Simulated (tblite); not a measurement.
Q: Give a GFN2-xTB geometry of `COC[Si@@H]1C[SiH2][C@H](F)C1`.

A: 
```
atom  x, y, z in Å
C1     3.4141    0.4734    0.9143
O2     2.4306   -0.0060    0.0367
C3     1.2180   -0.3359    0.6902
Si4    0.0491   -0.9827   -0.6701
C5    -0.3311    0.4080   -1.9264
Si6   -2.0640    1.0796   -1.5084
C7    -2.4300    0.0682    0.0914
F8    -1.9087    0.7961    1.1678
C9    -1.7106   -1.2736    0.0257
H10    3.6756   -0.2825    1.6663
H11    3.0753    1.3790    1.4342
H12    4.2916    0.7062    0.3135
H13    1.4049   -1.0913    1.4660
H14    0.8087    0.5476    1.1979
H15    0.6002   -2.2056   -1.2679
H16   -0.2994    0.0314   -2.9457
H17    0.4235    1.1888   -1.8709
H18   -2.1057    2.5054   -1.1861
H19   -3.0677    0.7348   -2.5229
H20   -3.4908   -0.0565    0.3354
H21   -2.2712   -1.9176   -0.6505
H22   -1.7229   -1.7475    1.0073
```

Any rigid rotation of these coordinates is as good. Atoms count from 1 in this order. The C–Si distances run from 1.905 Å (C5–Si6, drawn single) to 1.928 Å (Si6–C7, drawn single), a spread of 0.023 Å. Si6 (SiH2 silicon) is distorted tetrahedral (angles from 99.8° to 114.7°). The 5-membered ring Si4–C5–Si6–C7–C9 has internal angles of 99.6° to 109.7° (sum 524°, against 540° for a flat polygon); it is puckered, 0.19 Å rms from its mean plane, widest ring torsion 42°. Si4 (SiH silicon) is distorted tetrahedral (angles from 99.6° to 114.4°).

Bonds between heavy atoms (Å): C1–O2 1.403, O2–C3 1.416, C3–Si4 1.906, Si4–C5 1.912, C5–Si6 1.905, Si6–C7 1.928, C7–F8 1.400, C7–C9 1.524, Si4–C9 1.914.

Computed geometry: GFN2-xTB, gas phase.

Point group: C1 (no symmetry element, even within 0.4 Å). Its GFN2-xTB frequencies are all real (lowest 31 cm⁻¹). The numbers are those of one conformer (C1–O2–C3–Si4 -179°, O2–C3–Si4–C5 -64°, C3–Si4–C5–Si6 -102°, Si4–C5–Si6–C7 5°, C5–Si6–C7–F8 88°, Si6–C7–C9–Si4 42°).
